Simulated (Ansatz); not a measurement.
Cartesian coordinates in Å:
```
B 0.302 2.035 0.074
Si 0.791 0.111 0.352
O 1.591 -0.083 1.755
F 1.724 -0.279 -0.894
O -0.454 -0.945 0.376
C -1.295 -1.223 -0.723
H -0.658 2.345 -0.569
H 0.967 2.917 0.526
H 1.618 -0.964 2.134
H -1.749 -0.310 -1.123
H -0.743 -1.721 -1.526
H -2.093 -1.885 -0.382
```

Charge 0, multiplicity 1.

(1) List the ωB97M-V/def2-TZVPP orbital energies in eV (the Gaussian-basis code of Ansatz). (An estimate is asked.)

Results:

(1) Computed: Occupied: -1808.06, -677.20, -526.25, -526.22, -282.90, -188.40, -148.93, -103.09, -103.06, -103.01, -35.77, -31.50, -30.89, -22.19, -18.87, -17.04, -16.88, -16.30, -15.51, -15.48, -14.88, -14.54, -13.12, -12.51, -12.42, -12.08, -11.28, -10.54. Lowest empty: -0.56, 2.27, 2.77, 3.26, 3.83, 4.16, 4.33, 4.58.
